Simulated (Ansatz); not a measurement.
AlBH8OSi2 can be A, `[AlH2][B]([SiH3])O[SiH3]`, or B, `[AlH2][O]B[SiH2][SiH3]`.

Program: Ansatz. Geometries: PBE0-D4/def2-TZVP. ΔE: electronic, gas phase. CCSD(T)/CBS adds triple-zeta CCSD(T) − MP2 to the extrapolated MP2 energy (def2 sets, frozen cores). DFT in def2-TZVPP. Each species was taken in one conformer, which may not be the lowest.

Which is lower in electronic energy at CCSD(T)/CBS, and by how much? (Best estimate.)

Ansatz gave: B, by 103.2 kJ/mol.

Give E(B) − E(A) in kJ/mol with PBE-D4, ωB97M-V, MP2/def2-TZVPP, CCSD(T)/def2-TZVPP, B2PLYP, r2SCAN-D4, LDA (SPW92). (Estimate.)

The calculation gave: PBE-D4 -104.8, ωB97M-V -101.7, MP2/def2-TZVPP -106.8, CCSD(T)/def2-TZVPP -103.1, B2PLYP -110.7, r2SCAN-D4 -109.2, LDA (SPW92) -98.8. None reverses the order clearly.

Does the order hold for the free energy at 298.15 K (harmonic terms from PBE0-D4)? (Estimate.)

Ansatz gave: Yes: G(B) − G(A) = -105.6 kJ/mol, for one conformer each. Modes under 60 cm⁻¹, often nearly free rotors, make the harmonic entropy too high.

Largest T1 diagnostic: 0.015.

Leaving LDA and LC-ωPBE aside and taking each functional with its dispersion term where it has one, the values, not all of them listed here, spread over 12.1 kJ/mol, from B97M-V to ωB97M-V. LDA lies +8.4 kJ/mol from PBE without D4. The D4 term adds +4.1 kJ/mol with B3LYP and +2.0 kJ/mol with PBE0; it sums over pairs of atoms, weighted by their polarisabilities, and B3LYP, whose exchange is more repulsive, gets the larger term.

B3LYP here is the variant with VWN-RPA as its local correlation; programs differ in this.
